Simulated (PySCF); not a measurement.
## First hyperpolarisability: `C1=C\CC/C(C)=C\CC/1`, C$_{9}$H$_{14}$

Geometry (Å), atoms numbered from 1 in this order:
```xyz
23

C     2.755   -0.183   -0.819
C     1.469    0.095   -0.102
C     0.878    1.298   -0.163
C    -0.438    1.676    0.454
C    -1.672    1.112   -0.294
C    -2.252   -0.142    0.303
C    -1.678   -1.349    0.368
C    -0.315   -1.733   -0.139
C     0.860   -1.077    0.629
H     3.538   -0.511   -0.114
H     2.630   -1.004   -1.547
H     3.126    0.700   -1.360
H     1.377    2.075   -0.755
H    -0.508    2.775    0.473
H    -0.483    1.350    1.508
H    -1.392    0.935   -1.347
H    -2.461    1.879   -0.314
H    -3.249   -0.045    0.749
H    -2.249   -2.144    0.861
H    -0.224   -1.474   -1.209
H    -0.219   -2.827   -0.083
H     0.507   -0.767    1.626
H     1.645   -1.830    0.801
```

Level of theory: quadratic response CAM-B3LYP/def2-SVPD first hyperpolarisability, Taylor convention, gas phase (PySCF 2.14.0). Geometry: PBE0-D3(BJ)/def2-SVP.

Task: What is the first hyperpolarisability, and how does it disperse?

Result: In au, Taylor convention; the vector part is βᵢ = ⅓ Σⱼ (βᵢⱼⱼ + βⱼᵢⱼ + βⱼⱼᵢ); β∥ is 3/5 of the vector part along the dipole, the dipole points from − to +:
```csv
process,λ (nm),β vector norm,β∥,β HRS,depolarisation ratio
"static β(0;0,0)",∞,18.1,10.3,10.9,2.45
"second harmonic β(−2ω;ω,ω)",1907,19.8,11.2,11.6,2.51
"Pockels β(−ω;ω,0)",1907,18.6,10.6,–,–
"second harmonic β(−2ω;ω,ω)",1064,24.2,13.7,13.4,2.65
"Pockels β(−ω;ω,0)",1064,19.9,11.3,–,–
```

Task: Which lowest excitations, dipole and polarisabilities go with it?

Result: S1 6.12 eV (f = 0.003); S2 6.50 eV (f = 0.001); S3 6.73 eV (f = 0.064); dipole 0.27 D; isotropic α 103.6 au static, 103.9 au at 1907 nm, 104.5 au at 1064 nm, 104.7 au at 953.5 nm, 107.4 au at 532 nm.
